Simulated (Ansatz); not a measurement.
Energy needed to pull apart ZnHBr (SMILES [ZnH][Br]), closed shell, into free ground-state atoms, from the structure below (displaced at random from a GFN2-xTB minimum); no zero-point or spin–orbit terms; open-shell atoms are treated unrestricted, in their ground-state multiplicity.

| atom | x (Å) | y (Å) | z (Å) |
| --- | --- | --- | --- |
| Zn1 | -0.0728 | -0.0389 | -0.1713 |
| Br2 | 1.5990 | 0.8688 | 1.0552 |
| H3 | -1.3073 | -0.7058 | -0.7737 |

Ansatz 0.2.0; basis: def2-TZVPP; cores frozen in the correlated methods. The 3s and 3p shells of Cu and Zn are frozen; filled d shells are correlated. The def2 sets are not built for correlating such inner shells, so the correlated values are less sure here.

```csv
method,atomization energy (kJ/mol)
PBE-D4,507
r2SCAN-D4,?
PBE0-D4,513
r2SCAN0-D4,529
HSE06-D4,514
wB97M-V,514
HF,?
MP2,518
CCSD,496
CCSD(T),502
```

Task: What does r2SCAN-D4 give? (Judge from chemistry; the value comes from the calculation.)

Result: Computed: 535 kJ/mol, which is about 33 kJ/mol more than CCSD(T)/def2-TZVPP.

Task: What does HF give? (To be estimated.)

Result: By the calculation: 395 kJ/mol, which is about 107 kJ/mol less than CCSD(T)/def2-TZVPP.

In triple zeta the MP2 and coupled-cluster atomization energies are still short of their basis limit by a few kcal/mol a bond, whereas those of the functionals are nearly converged, so these differences are not deviations from converged CCSD(T).

No T1 diagnostic of these runs exceeds 0.013.

For scale, one of the runs: CCSD(T)/def2-TZVPP forces, 126 basis functions (an equivalent command: `ansatz run in.yaml --threads 4`). The run took 31 s on 4 CPU threads (shared host), with 0.92 GiB of host memory at its peak.
